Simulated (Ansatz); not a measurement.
Br$_{2}$Si (`Br[Si]Br`), relaxed with RKS PBE0-D4/def2-TZVP in Ansatz 0.2.0 from a PBE-D4/def2-SVP geometry. The force threshold is 0.005 eV/Å; the program also tests the step.

Charge 0, multiplicity 1.

Start:

```xyz
3

Br   -1.826    0.213    0.092
Si    0.145   -0.542   -0.766
Br    1.680    0.329    0.673
```

Q: By how much does the energy fall, and how many steps does the optimiser take? (An estimate is asked.)

A: The calculation gave: 1.17 kJ/mol, in 3 steps.

Q: Which bonds change most? (Estimate.)

A: Ansatz gave: Br1–Si2 from 2.278 to 2.249 Å; Si2–Br3 from 2.277 to 2.249 Å.

Q: Give the relaxed structure. (Estimate.)

A: Ansatz gave: 
```xyz
3

Br   -1.794    0.213    0.095
Si    0.144   -0.539   -0.762
Br    1.650    0.326    0.666
```
